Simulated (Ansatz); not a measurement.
`CC[SiH]Cl` radical. The species carries charge 0 and has multiplicity 2.

Z-matrix (Å, degrees):
```
C
C 1 1.524
H 1 1.093 2 111.4
H 1 1.092 2 111.2 3 -120.1
H 1 1.092 2 111.2 3 119.9
Si 2 1.875 1 114.9 3 -61.1
H 2 1.096 1 111.1 3 60.1
H 2 1.097 1 110.8 3 178.0
Cl 6 2.066 2 109.5 1 -59.6
H 6 1.492 2 111.5 1 -177.8
```

**Question.** List the harmonic frequencies (cm⁻¹, unscaled) at PBE0-D4/def2-TZVP in Ansatz. (Best estimate.)

**Answer.** Computed: 77, 147, 226, 291, 518, 583, 644, 714, 765, 959, 983, 1057, 1245, 1253, 1408, 1431, 1493, 1498, 2180, 3030, 3051, 3077, 3121, 3129.

**Question.** Is this a minimum?

**Answer.** Yes, all 24 modes are real.

**Question.** Give the ideal-gas thermochemistry at 298.15 K and 1 bar (rigid rotor, harmonic oscillator; point group C1, symmetry number 1).

**Answer.** Zero-point energy 196.7 kJ/mol; H(298) − E = 215.1 kJ/mol; entropy 334.2 J/(mol·K), of which translation 165.5, rotation 110.8, vibration 52.2, electronic 5.8; G(298) − E = 115.5 kJ/mol. Modes under 100 cm⁻¹ are hindered rotations or soft bends, so the harmonic entropy is rough.

**Question.** Rotational constants (cm⁻¹)?

**Answer.** 0.2535, 0.08588, 0.06874.
